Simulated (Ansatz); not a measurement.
Species: Cl2, charge -1, multiplicity 2. 
Geometry from a B3LYP-D3(BJ)/def2-TZVP (Ansatz, a quantum-chemistry and plane-wave program) optimisation:
```xyz
2

Cl     0.0000     0.0000    -1.3553
Cl     0.0000     0.0000     1.3553
```
Charge -1, spin multiplicity 2.

Total electronic energies in hartree. Cores are frozen in the correlated levels unless marked. Open shells are spin-unrestricted. No spin-orbit coupling. No relativistic terms. CBS(X,Y): correlation extrapolated as X^-3; Hartree-Fock from the larger set. The program attaches cautions to a run behind SCS-MP2/cc-pV(Q+d)Z: other roots. The program attaches cautions to a run behind CCSD(T)/cc-pV(T+d)Z: other roots.

| level | program | energy (Eh) |
|---|---|---|
| HF/aug-cc-pV(T+d)Z | Ansatz | -919.08034 |
| RI-HF/cc-pV(Q+d)Z | Ansatz | -919.08445 |
| r2SCANh-D4/def2-TZVPD | Ansatz + dftd4 | -920.42450 |
| CAM-B3LYP/def2-TZVPD | Ansatz | -920.51953 |
| B2PLYP/def2-TZVPD | Ansatz | -920.22629 |
| SCS-MP2/def2-TZVPPD | Ansatz | -919.44225 |
| SCS-MP2/cc-pV(Q+d)Z | Ansatz | -919.50440 |
| CCSD(T)/cc-pV(T+d)Z | Ansatz | -919.50731 |
| CCSD(T)/CBS(aug-cc-pV(T+d)Z,aug-cc-pV(Q+d)Z) | Ansatz | -919.5959 |

Totals of different functionals don't rank their quality; only differences between species are comparable.
